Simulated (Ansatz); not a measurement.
A run for Ansatz (a program for electronic structure): R-PBE0/def2-TZVPPD on FH3S (a complex), monomers drawn apart or pushed together. Files ending in .json are basis or fitting sets from the Basis Set Exchange.

Ansatz 0.2 input:
```yaml
crystal:
  periodic: [false, false, false]
  atoms:
    - {symbol: F, position_ang: [0.00360347, -0.14085454, -0.34291483]}
    - {symbol: H, position_ang: [0.12754265, -0.35383949, 0.56339649]}
    - {symbol: S, position_ang: [0.37641451, -0.84785560, 3.65263718]}
    - {symbol: H, position_ang: [-0.93363518, -0.64403419, 3.87138821]}
    - {symbol: H, position_ang: [0.68519555, 0.43295995, 3.91674546]}
basis:
  gaussian:
    orbitals: def2-TZVPPD.json
hamiltonian:
  xc: {name: PBE0}
scf: {lower_state_search: off}
```

The head of its log:

```
WARN ansatz: RAYON_NUM_THREADS=1 ignored (pool sized by the plan → 1); use --threads N
Functional definition: PBE0
these checks for a lower state are left out or cut short: stability, starts, cluster_reference, orbital_swaps, neighbouring_geometries, increment
integrals: 0.04 GiB planned
730 factors; their error is unknown
mean field: 0.40 GiB planned
mean field evaluation 1: about -13594.7671 eV, gradient 3.4e1 eV
mean field evaluation 2: about -13593.1154 eV, gradient 5.0e1 eV
```

Give the final energy of this run.

-499.6638 hartree.
